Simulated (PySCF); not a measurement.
Sb(F)3 cation (F3Sb), SMILES [F][Sb]([F])[F] (connectivity only; charge and spin as stated), charge +1, multiplicity 2.

Geometry optimised at B3LYP-D3(BJ)/def2-SVP. The multiplicity is an assumed one; other spin states were not compared. The isomer is the one that the SMILES or the coordinates give; other isomers of the formula were not compared. The def2 effective core potentials stand for the cores of Sb; spin–orbit coupling is left out.

Calculation: PySCF with C-PCM-PBE0/def2-SVP.

The values are the electrostatic part of the solvation free energy, E(continuum) − E(gas) at the gas-phase geometry, in a cavity of scaled van der Waals radii (PySCF's table); cavitation and dispersion terms are not included. A continuum can't describe solvent molecules that bind to the metal.

```csv
solvent,ε,ΔG(elec) (kcal/mol)
water,78.36,-72.5
toluene,2.37,-42.1
chlorobenzene,5.70,-60.3
```
